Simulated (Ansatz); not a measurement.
## Molecular dynamics of CH₆BBr

Input file:

```yaml
crystal:
  periodic: [false, false, false]
  atoms:
    - { symbol: B, position_ang: [-0.034069, -0.288176, 0.295939] }
    - { symbol: C, position_ang: [-0.000387, 0.082169, 1.935972] }
    - { symbol: H, position_ang: [-0.944779, 0.006418, 2.493535] }
    - { symbol: H, position_ang: [0.836246, -0.278825, 2.552735] }
    - { symbol: H, position_ang: [0.185949, 1.157148, 1.752727] }
    - { symbol: H, position_ang: [1.04259, -0.206633, -0.231355] }
    - { symbol: H, position_ang: [-1.052512, 0.070469, -0.231577] }
    - { symbol: Br, position_ang: [-0.337186, -2.604259, 0.365827] }
    - { symbol: H, position_ang: [-0.153453, -1.297611, 1.348497] }
basis:
  gaussian: { orbitals: def2-SVP }
hamiltonian:
  xc: r2scan
  dispersion: d4
md:
  timestep: 0.5
  n_steps: 200
  ensemble: nve
  temperature: 100.0
  initial_velocities: maxwell_boltzmann
  seed: 6494
```

Launched with:

```bash
$ ansatz run input.yaml --threads 2 --pin off --max-ram 3072MiB --backend cpu --events-out ev --progress --plain --runs-dir out
```

It starts at the highest image of a converged band, a first-order saddle point between two minima.

Output, in part (one step line in 3, the closing report, with atoms numbered from 0):

```
md step     0: t =     0.00 fs  T =   100.0 K  F+E_penalty+E_count = -71845.19001591 eV  E_kin = 0.090482 eV  conserved = -71845.09953391 eV  (26 SCF iters)
md step     3: t =     1.50 fs  T =    81.7 K  F+E_penalty+E_count = -71845.17322632 eV  E_kin = 0.073952 eV  conserved = -71845.09927416 eV  (31 SCF iters)
md step     6: t =     3.00 fs  T =    60.6 K  F+E_penalty+E_count = -71845.15388142 eV  E_kin = 0.054796 eV  conserved = -71845.09908558 eV  (31 SCF iters)
md step     9: t =     4.50 fs  T =    59.1 K  F+E_penalty+E_count = -71845.15287823 eV  E_kin = 0.053490 eV  conserved = -71845.09938821 eV  (31 SCF iters)
md step    12: t =     6.00 fs  T =    43.5 K  F+E_penalty+E_count = -71845.13871850 eV  E_kin = 0.039401 eV  conserved = -71845.09931799 eV  (31 SCF iters)
md step    15: t =     7.50 fs  T =    20.1 K  F+E_penalty+E_count = -71845.11726729 eV  E_kin = 0.018214 eV  conserved = -71845.09905344 eV  (31 SCF iters)
md step    18: t =     9.00 fs  T =    22.5 K  F+E_penalty+E_count = -71845.11949636 eV  E_kin = 0.020373 eV  conserved = -71845.09912379 eV  (31 SCF iters)
md step    21: t =    10.50 fs  T =    41.5 K  F+E_penalty+E_count = -71845.13690762 eV  E_kin = 0.037508 eV  conserved = -71845.09939972 eV  (31 SCF iters)
md step    24: t =    12.00 fs  T =    43.2 K  F+E_penalty+E_count = -71845.13837076 eV  E_kin = 0.039075 eV  conserved = -71845.09929553 eV  (31 SCF iters)
md step    27: t =    13.50 fs  T =    41.1 K  F+E_penalty+E_count = -71845.13626260 eV  E_kin = 0.037163 eV  conserved = -71845.09909938 eV  (30 SCF iters)
md step    30: t =    15.00 fs  T =    56.5 K  F+E_penalty+E_count = -71845.15050187 eV  E_kin = 0.051133 eV  conserved = -71845.09936879 eV  (31 SCF iters)
md step    33: t =    16.50 fs  T =    58.7 K  F+E_penalty+E_count = -71845.15253195 eV  E_kin = 0.053145 eV  conserved = -71845.09938689 eV  (31 SCF iters)
md step    36: t =    18.00 fs  T =    42.9 K  F+E_penalty+E_count = -71845.13795157 eV  E_kin = 0.038791 eV  conserved = -71845.09916096 eV  (31 SCF iters)
md step    39: t =    19.50 fs  T =    37.4 K  F+E_penalty+E_count = -71845.13295702 eV  E_kin = 0.033801 eV  conserved = -71845.09915624 eV  (31 SCF iters)
md step    42: t =    21.00 fs  T =    43.4 K  F+E_penalty+E_count = -71845.13863061 eV  E_kin = 0.039283 eV  conserved = -71845.09934736 eV  (30 SCF iters)
md step    45: t =    22.50 fs  T =    38.7 K  F+E_penalty+E_count = -71845.13431803 eV  E_kin = 0.035052 eV  conserved = -71845.09926598 eV  (30 SCF iters)
md step    48: t =    24.00 fs  T =    35.5 K  F+E_penalty+E_count = -71845.13115905 eV  E_kin = 0.032090 eV  conserved = -71845.09906902 eV  (30 SCF iters)
md step    51: t =    25.50 fs  T =    54.8 K  F+E_penalty+E_count = -71845.14889401 eV  E_kin = 0.049556 eV  conserved = -71845.09933842 eV  (31 SCF iters)
md step    54: t =    27.00 fs  T =    65.6 K  F+E_penalty+E_count = -71845.15873619 eV  E_kin = 0.059344 eV  conserved = -71845.09939205 eV  (27 SCF iters)
md step    57: t =    28.50 fs  T =    58.6 K  F+E_penalty+E_count = -71845.15220843 eV  E_kin = 0.053036 eV  conserved = -71845.09917288 eV  (31 SCF iters)
md step    60: t =    30.00 fs  T =    60.1 K  F+E_penalty+E_count = -71845.15356246 eV  E_kin = 0.054369 eV  conserved = -71845.09919370 eV  (31 SCF iters)
md step    63: t =    31.50 fs  T =    67.6 K  F+E_penalty+E_count = -71845.16056345 eV  E_kin = 0.061161 eV  conserved = -71845.09940258 eV  (31 SCF iters)
md step    66: t =    33.00 fs  T =    55.8 K  F+E_penalty+E_count = -71845.14982258 eV  E_kin = 0.050503 eV  conserved = -71845.09931959 eV  (31 SCF iters)
md step    69: t =    34.50 fs  T =    38.0 K  F+E_penalty+E_count = -71845.13340440 eV  E_kin = 0.034357 eV  conserved = -71845.09904762 eV  (31 SCF iters)
md step    72: t =    36.00 fs  T =    45.6 K  F+E_penalty+E_count = -71845.14054863 eV  E_kin = 0.041279 eV  conserved = -71845.09926946 eV  (27 SCF iters)
md step    75: t =    37.50 fs  T =    54.0 K  F+E_penalty+E_count = -71845.14821733 eV  E_kin = 0.048831 eV  conserved = -71845.09938681 eV  (31 SCF iters)
md step    78: t =    39.00 fs  T =    46.8 K  F+E_penalty+E_count = -71845.14151688 eV  E_kin = 0.042347 eV  conserved = -71845.09916990 eV  (31 SCF iters)
md step    81: t =    40.50 fs  T =    49.9 K  F+E_penalty+E_count = -71845.14427198 eV  E_kin = 0.045131 eV  conserved = -71845.09914050 eV  (31 SCF iters)
md step    84: t =    42.00 fs  T =    66.8 K  F+E_penalty+E_count = -71845.15982031 eV  E_kin = 0.060449 eV  conserved = -71845.09937143 eV  (30 SCF iters)
md step    87: t =    43.50 fs  T =    68.6 K  F+E_penalty+E_count = -71845.16142553 eV  E_kin = 0.062038 eV  conserved = -71845.09938704 eV  (30 SCF iters)
md step    90: t =    45.00 fs  T =    54.9 K  F+E_penalty+E_count = -71845.14885447 eV  E_kin = 0.049715 eV  conserved = -71845.09913978 eV  (27 SCF iters)
md step    93: t =    46.50 fs  T =    54.7 K  F+E_penalty+E_count = -71845.14871914 eV  E_kin = 0.049457 eV  conserved = -71845.09926230 eV  (30 SCF iters)
md step    96: t =    48.00 fs  T =    55.5 K  F+E_penalty+E_count = -71845.14959686 eV  E_kin = 0.050248 eV  conserved = -71845.09934838 eV  (30 SCF iters)
md step    99: t =    49.50 fs  T =    45.8 K  F+E_penalty+E_count = -71845.14060077 eV  E_kin = 0.041403 eV  conserved = -71845.09919754 eV  (30 SCF iters)
md step   102: t =    51.00 fs  T =    42.6 K  F+E_penalty+E_count = -71845.13770357 eV  E_kin = 0.038521 eV  conserved = -71845.09918222 eV  (31 SCF iters)
md step   105: t =    52.50 fs  T =    48.2 K  F+E_penalty+E_count = -71845.14297444 eV  E_kin = 0.043657 eV  conserved = -71845.09931714 eV  (31 SCF iters)
md step   108: t =    54.00 fs  T =    46.0 K  F+E_penalty+E_count = -71845.14090248 eV  E_kin = 0.041592 eV  conserved = -71845.09931035 eV  (27 SCF iters)
md step   111: t =    55.50 fs  T =    38.8 K  F+E_penalty+E_count = -71845.13418603 eV  E_kin = 0.035064 eV  conserved = -71845.09912175 eV  (31 SCF iters)
md step   114: t =    57.00 fs  T =    48.6 K  F+E_penalty+E_count = -71845.14316667 eV  E_kin = 0.043932 eV  conserved = -71845.09923434 eV  (31 SCF iters)
md step   117: t =    58.50 fs  T =    63.1 K  F+E_penalty+E_count = -71845.15641050 eV  E_kin = 0.057083 eV  conserved = -71845.09932757 eV  (30 SCF iters)
md step   120: t =    60.00 fs  T =    70.4 K  F+E_penalty+E_count = -71845.16285676 eV  E_kin = 0.063674 eV  conserved = -71845.09918273 eV  (31 SCF iters)
md step   123: t =    61.50 fs  T =    86.5 K  F+E_penalty+E_count = -71845.17748262 eV  E_kin = 0.078283 eV  conserved = -71845.09919965 eV  (31 SCF iters)
md step   126: t =    63.00 fs  T =   109.3 K  F+E_penalty+E_count = -71845.19829196 eV  E_kin = 0.098904 eV  conserved = -71845.09938804 eV  (27 SCF iters)
md step   129: t =    64.50 fs  T =   115.0 K  F+E_penalty+E_count = -71845.20343726 eV  E_kin = 0.104039 eV  conserved = -71845.09939869 eV  (29 SCF iters)
md step   132: t =    66.00 fs  T =   105.1 K  F+E_penalty+E_count = -71845.19425752 eV  E_kin = 0.095109 eV  conserved = -71845.09914856 eV  (28 SCF iters)
md step   135: t =    67.50 fs  T =   110.7 K  F+E_penalty+E_count = -71845.19936646 eV  E_kin = 0.100159 eV  conserved = -71845.09920697 eV  (28 SCF iters)
md step   138: t =    69.00 fs  T =   125.6 K  F+E_penalty+E_count = -71845.21307319 eV  E_kin = 0.113682 eV  conserved = -71845.09939168 eV  (29 SCF iters)
md step   141: t =    70.50 fs  T =   127.0 K  F+E_penalty+E_count = -71845.21418091 eV  E_kin = 0.114902 eV  conserved = -71845.09927844 eV  (30 SCF iters)
md step   144: t =    72.00 fs  T =   126.9 K  F+E_penalty+E_count = -71845.21397217 eV  E_kin = 0.114798 eV  conserved = -71845.09917446 eV  (29 SCF iters)
md step   147: t =    73.50 fs  T =   139.8 K  F+E_penalty+E_count = -71845.22568834 eV  E_kin = 0.126468 eV  conserved = -71845.09921990 eV  (29 SCF iters)
md step   150: t =    75.00 fs  T =   161.0 K  F+E_penalty+E_count = -71845.24493310 eV  E_kin = 0.145683 eV  conserved = -71845.09925050 eV  (28 SCF iters)
md step   153: t =    76.50 fs  T =   187.8 K  F+E_penalty+E_count = -71845.26909262 eV  E_kin = 0.169907 eV  conserved = -71845.09918571 eV  (28 SCF iters)
md step   156: t =    78.00 fs  T =   225.7 K  F+E_penalty+E_count = -71845.30351326 eV  E_kin = 0.204192 eV  conserved = -71845.09932138 eV  (28 SCF iters)
md step   159: t =    79.50 fs  T =   257.8 K  F+E_penalty+E_count = -71845.33264477 eV  E_kin = 0.233251 eV  conserved = -71845.09939334 eV  (28 SCF iters)
md step   162: t =    81.00 fs  T =   276.9 K  F+E_penalty+E_count = -71845.34969343 eV  E_kin = 0.250526 eV  conserved = -71845.09916725 eV  (28 SCF iters)
md step   165: t =    82.50 fs  T =   308.6 K  F+E_penalty+E_count = -71845.37847018 eV  E_kin = 0.279257 eV  conserved = -71845.09921324 eV  (26 SCF iters)
md step   168: t =    84.00 fs  T =   347.8 K  F+E_penalty+E_count = -71845.41417457 eV  E_kin = 0.314732 eV  conserved = -71845.09944248 eV  (28 SCF iters)
md step   171: t =    85.50 fs  T =   366.6 K  F+E_penalty+E_count = -71845.43107051 eV  E_kin = 0.331681 eV  conserved = -71845.09938957 eV  (28 SCF iters)
md step   174: t =    87.00 fs  T =   373.6 K  F+E_penalty+E_count = -71845.43717368 eV  E_kin = 0.338036 eV  conserved = -71845.09913796 eV  (28 SCF iters)
md step   177: t =    88.50 fs  T =   402.2 K  F+E_penalty+E_count = -71845.46311189 eV  E_kin = 0.363910 eV  conserved = -71845.09920194 eV  (27 SCF iters)
md step   180: t =    90.00 fs  T =   444.3 K  F+E_penalty+E_count = -71845.50146940 eV  E_kin = 0.402008 eV  conserved = -71845.09946164 eV  (28 SCF iters)
md step   183: t =    91.50 fs  T =   466.7 K  F+E_penalty+E_count = -71845.52165511 eV  E_kin = 0.422295 eV  conserved = -71845.09936005 eV  (28 SCF iters)
md step   186: t =    93.00 fs  T =   478.5 K  F+E_penalty+E_count = -71845.53214331 eV  E_kin = 0.432968 eV  conserved = -71845.09917538 eV  (28 SCF iters)
md step   189: t =    94.50 fs  T =   500.5 K  F+E_penalty+E_count = -71845.55216658 eV  E_kin = 0.452867 eV  conserved = -71845.09929993 eV  (28 SCF iters)
md step   192: t =    96.00 fs  T =   516.0 K  F+E_penalty+E_count = -71845.56633351 eV  E_kin = 0.466848 eV  conserved = -71845.09948503 eV  (28 SCF iters)
md step   195: t =    97.50 fs  T =   504.2 K  F+E_penalty+E_count = -71845.55552506 eV  E_kin = 0.456188 eV  conserved = -71845.09933694 eV  (28 SCF iters)
md step   198: t =    99.00 fs  T =   486.2 K  F+E_penalty+E_count = -71845.53909696 eV  E_kin = 0.439882 eV  conserved = -71845.09921487 eV  (28 SCF iters)
md step   200: t =   100.00 fs  T =   481.4 K  F+E_penalty+E_count = -71845.53488576 eV  E_kin = 0.435593 eV  conserved = -71845.09929241 eV  (26 SCF iters)
Total energy: -71845.53489472 eV, -2640.2747087285 hartree
Atom 0 at     0.041585     0.157699     0.333830 Å, force     0.108991    -0.247051     0.048446 eV/Å
Atom 1 at     0.015404     0.247687     1.903779 Å, force    -0.065801     0.537247    -0.371449 eV/Å
Atom 2 at    -0.883729    -0.139802     2.393333 Å, force    -0.238510     0.023536     0.036089 eV/Å
Atom 3 at     0.898544    -0.209868     2.342930 Å, force     0.380205    -0.144003     0.317788 eV/Å
Atom 4 at     0.071369     1.336409     2.148247 Å, force    -0.018827    -0.245324    -0.035650 eV/Å
Atom 5 at     1.133858     0.090088    -0.221100 Å, force    -0.366112     0.087182     0.028513 eV/Å
Atom 6 at    -0.968141     0.284962    -0.336390 Å, force     0.182797     0.057248     0.088242 eV/Å
Atom 7 at    -0.350371    -2.677500     0.359760 Å, force     0.045687    -0.232121     0.896055 eV/Å
Atom 8 at    -0.292202    -2.858939     1.815713 Å, force    -0.028431     0.163287    -1.008034 eV/Å
Dipole moment:    -0.022793    -0.201297     0.347315 e Å
```

All steps were run. The conserved energy stayed within 0.056 meV per atom of its start (net change 0.027 meV per atom), so the integration is sound. The kinetic energy rose, since the run started high on the potential surface and went downhill. It ends in pieces (BrH + CH5B), so much of that is their flight and rotation, not heat. A run of 0.1 ps of so small a system gives no equilibrium averages. The orbitals stay closed-shell, which can raise the energy where a bond breaks towards radicals; this wasn't checked here.

Between its relaxed ends the band would form B1–Br8, C2–H9 and break B1–C2, Br8–H9. These pairs go: B1–Br8 2.34 → 2.86 Å, C2–H9 1.51 → 3.12 Å, B1–C2 1.68 → 1.57 Å, Br8–H9 1.65 → 1.47 Å. In the last frame they stand as before the step (other bonds may differ from the relaxed reactants and products). It ends as BrH + CH5B. Pairs count as bonded within 1.25 times the sum of covalent radii (0.12 Å more for H–H).

Last frame:

```xyz
9
Properties=species:S:1:pos:R:3
B 0.042 0.158 0.334
C 0.015 0.248 1.904
H -0.884 -0.140 2.393
H 0.898 -0.210 2.343
H 0.071 1.336 2.148
H 1.134 0.090 -0.221
H -0.968 0.285 -0.336
Br -0.350 -2.678 0.360
H -0.292 -2.859 1.816
```

The run took 4.8 min on 2 threads of Intel(R) Xeon(R) Platinum 8488C (Sapphire Rapids), with other jobs on the host, peak memory 0.17 GiB.
